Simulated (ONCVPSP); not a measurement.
## strontium (Sr), ONCV: configuration errors across variants

ONCVPSP 4.0.1 input, shortened (lines: element, Z, core and valence counts, functional; n l f; lmax; l rc ep ncon nbas qcut; lloc lpopt rc5 dvloc0; l nproj debl; icmod fcfact rcfact), LDA (Perdew-Wang 92), scalar-relativistic:

```
  Sr 38.00    8    1  -001012      upf
    1    0    2.00
    2    0    2.00
    2    1    6.00
    3    0    2.00
    3    1    6.00
    3    2   10.00
    4    0    2.00
    4    1    6.00
    5    0    2.00
    3
    0    3.95    0.00    3    7    2.00
    1    2.95    0.15    4    9    2.90
    2    3.95    0.45    4    8    2.30
    3    3.70    0.24    4    7    3.20
    4    5    2.15    2.00
    0    2    0.30
    1    1    2.30
    2    3    2.10
    3    1    2.80
    2    0.60    0.70
```

In the d channel the program set the typed energies aside and used -0.052, 2.048, 4.148 Ha.

All-electron excitation energies from the reference (eV): (1) 5s1 6.059; (2) 5s1.5 2.410; (3) 5s1 5p1 2.389; (4) 5s0 5p1 9.098.

3 further variants failed, have other tests or too few solved ones, and are left out.

Errors AE − PS in meV (a dash: test not solved or not reliable):

```csv
change,(1),(2),(3),(4),bound ghosts,GHOST(+) flags above zero
base,-5.1,-0.8,+31,-16,none,"s, d"
p: rc 3,-5.1,-0.8,+30,-17,none,"s, d"
p: rc 3.38,-5.1,-0.8,-0.5,-42,none,"s, d"
p: rc 3.7,-5.1,-0.8,-2.3,-48,none,"s, d"
p: rc 3.86,-5.1,-0.8,-3.0,-50,none,"s, d"
```

Task: Give the same row for: p: rc 4.24.

Result: -5.1, -0.8, -4.1, -53; bound ghosts: none; GHOST(+) flags above zero: s, d.
